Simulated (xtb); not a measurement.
C4H8O, charge +1, doublet, from a rough starting geometry (a state made from the parent by changing its charge; the spin is typed, not shown lowest); GFN2-xTB (xtb).

xtb was given this input:
```
$ xtb mol.xyz --gfn 2 --chrg 1 --uhf 1 --opt vtight --json

# file mol.xyz
13

C      1.51494953     0.28693807    -0.32906170
C      0.62323722    -0.70647971     0.44377224
C     -0.77654932    -0.61377704    -0.22109273
C     -1.62127267     0.51643141     0.21695758
O     -1.18074109    -1.52053115    -0.88463351
H      2.51986124     0.16709508     0.01863266
H      1.19305863     1.31412352    -0.24940447
H      1.58769213     0.06006248    -1.42669205
H      1.05212615    -1.63092769     0.33404281
H      0.62681273    -0.32617103     1.45418232
H     -1.19392003     1.39829265    -0.29726910
H     -1.63781013     0.70101981     1.29661238
H     -2.61403410     0.42300091    -0.18925527
```

What does xtb print? Leave out banner, timings and long lists.


```
   ID    Z sym.   atoms
    1    6 C      1-4
    2    8 O      5
    3    1 H      6-13

           -------------------------------------------------
          |                Calculation Setup                |
           -------------------------------------------------

           -------------------------------------------------
          |                 G F N 2 - x T B                 |
           -------------------------------------------------

          ...................................................
          :                      SETUP                      :
          :.................................................:
          :  # basis functions                  28          :
          :  # atomic orbitals                  28          :
          :  # shells                           18          :
          :  # electrons                        29          :
          :  max. iterations                   250          :
          :  Hamiltonian                  GFN2-xTB          :
          :  restarted?                      false          :
          :  GBSA solvation                  false          :
          :  PC potential                    false          :
          :  electronic temp.          300.0000000     K    :
          :  accuracy                    1.0000000          :
          :  -> integral cutoff          0.2500000E+02      :
          :  -> integral neglect         0.1000000E-07      :
          :  -> SCF convergence          0.1000000E-05 Eh   :
          :  -> wf. convergence          0.1000000E-03 e    :
          :  Broyden damping             0.4000000          :
          :  net charge                          1          :
          :  unpaired electrons                  1          :
          ...................................................

 iter      E             dE          RMSdq      gap      omega  full diag
   1    -16.3519588 -0.163520E+02  0.345E+00    4.62       0.0  T
   2    -16.3914654 -0.395066E-01  0.209E+00    3.66       1.0  T
   3    -16.3917769 -0.311571E-03  0.122E+00    4.01       1.0  T
   4    -16.3957290 -0.395204E-02  0.562E-01    3.80       1.0  T
   5    -16.3993779 -0.364897E-02  0.128E-01    3.80       1.0  T
   6    -16.3995058 -0.127899E-03  0.649E-02    3.83       1.0  T
   7    -16.3995108 -0.495565E-05  0.332E-02    3.82       1.0  T
   8    -16.3995156 -0.477997E-05  0.573E-03    3.82       4.8  T
   9    -16.3995156 -0.279564E-07  0.261E-03    3.82      10.6  T
[...]
 * total energy  :   -16.1831933 Eh     change       -0.1096580E-04 Eh
 * total energy  :   -16.1832079 Eh     change       -0.1467852E-04 Eh
 * total energy  :   -16.1832274 Eh     change       -0.1949633E-04 Eh
 * total energy  :   -16.1832508 Eh     change       -0.2335880E-04 Eh
 * total energy  :   -16.1832607 Eh     change       -0.9864612E-05 Eh
 * total energy  :   -16.1832706 Eh     change       -0.9951562E-05 Eh
 * total energy  :   -16.1832772 Eh     change       -0.6557907E-05 Eh
 * total energy  :   -16.1832783 Eh     change       -0.1167394E-05 Eh
 * total energy  :   -16.1832793 Eh     change       -0.9586263E-06 Eh
 * total energy  :   -16.1832802 Eh     change       -0.8968902E-06 Eh
 * total energy  :   -16.1832806 Eh     change       -0.4085148E-06 Eh
 * total energy  :   -16.1832807 Eh     change       -0.9123552E-07 Eh
   *** GEOMETRY OPTIMIZATION CONVERGED AFTER 45 ITERATIONS ***
         :: total energy             -16.183280696113 Eh    ::
[...]
 q only:       -0.016       0.221       0.614
   full:       -0.024       0.236       0.723       1.934
molecular quadrupole (traceless):
                xx          xy          yy          xz          yz          zz
 q only:        9.755      -1.835      -4.604      -3.005      -0.809      -5.150
  q+dip:        9.094      -1.845      -3.533      -2.612      -1.217      -5.561
   full:        9.599      -1.804      -3.508      -2.763      -1.831      -6.091

           -------------------------------------------------
          |                Geometry Summary                 |
           -------------------------------------------------

      molecular mass/u    :       72.1058745
   center of mass at/Å    :       -0.2017219      -0.1987539      -0.3136827
  moments of inertia/u·Å² :        0.5964284E+02   0.1329997E+03   0.1735932E+03
rotational constants/cm⁻¹ :        0.2826430E+00   0.1267494E+00   0.9710997E-01

 * 10 selected distances

     #   Z          #   Z                                           value/Å
     1   6 C        2   6 C                                       1.4953564 (max)
     3   6 C        5   8 O                                       1.1739857
     1   6 C        6   1 H                                       1.0994356
     1   6 C        7   1 H                                       1.0927590
     1   6 C        8   1 H                                       1.0878205 (min)
     2   6 C        9   1 H                                       1.0973299
     2   6 C       10   1 H                                       1.0891223
     4   6 C       11   1 H                                       1.0917489
     4   6 C       12   1 H                                       1.0892590
     4   6 C       13   1 H                                       1.0924329

 * 3 distinct bonds (by element types)

   Z      Z             #   av. dist./Å        max./Å        min./Å
   1 H    6 C           8     1.0924885     1.0994356     1.0878205
   6 C    6 C           1     1.4953564     1.4953564     1.4953564
   6 C    8 O           1     1.1739857     1.1739857     1.1739857

optimized geometry written to: xtbopt.xyz

           -------------------------------------------------
          | TOTAL ENERGY              -16.183280696113 Eh   |
          | GRADIENT NORM               0.000091787726 Eh/α |
          | HOMO-LUMO GAP               3.838039827396 eV   |
           -------------------------------------------------

normal termination of xtb
```
